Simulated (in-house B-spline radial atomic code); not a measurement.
**Ionising Gd XXIII (Gd22+) with different functionals**

Computed with a radial B-spline atomic code at the basis-set limit: scalar-relativistic (spin-free X2C) Hamiltonian, Fermi nucleus of rms radius 5.1569 fm, spin-polarised at highest spin, spherical fractional occupations for the functionals. The ionisation energy is the difference of two self-consistent energies, [Kr] 4d6 → [Kr] 4d5, without Breit or QED terms; ε is the level of the shell that loses the electron (its least bound occupied spin orbital). There is no spin-orbit coupling in this Hamiltonian.

Hybrids are left out here: with spherical fractional occupations of an open shell their exact exchange keeps a self-interaction that integer-occupation calculations don't have.

| method | rung | ΔSCF (eV) | -ε(4d) (eV) |
| --- | --- | --- | --- |
| LDA exchange-only | LDA | 717.14 | 697.80 |
| BP86 | GGA | ? | ? |
| BLYP | GGA | 719.37 | 700.00 |
| AM05 | GGA | ? | ? |
| revTPSS | meta-GGA | 719.23 | 699.99 |

(1) What does BP86 give?

(2) What does AM05 give?

(3) How do they compare with the NIST value?

## Answers

(1) ΔSCF 719.95 eV, and -ε(4d) = 700.59 eV.

(2) ΔSCF 719.87 eV, and -ε(4d) = 700.49 eV.

(3) NIST lists 719 eV ± 4 (tabulated theory, ground level to ground level). Errors run from -1.86 to +0.95 eV; all lie within about twice that uncertainty, so the table can't rank the methods.
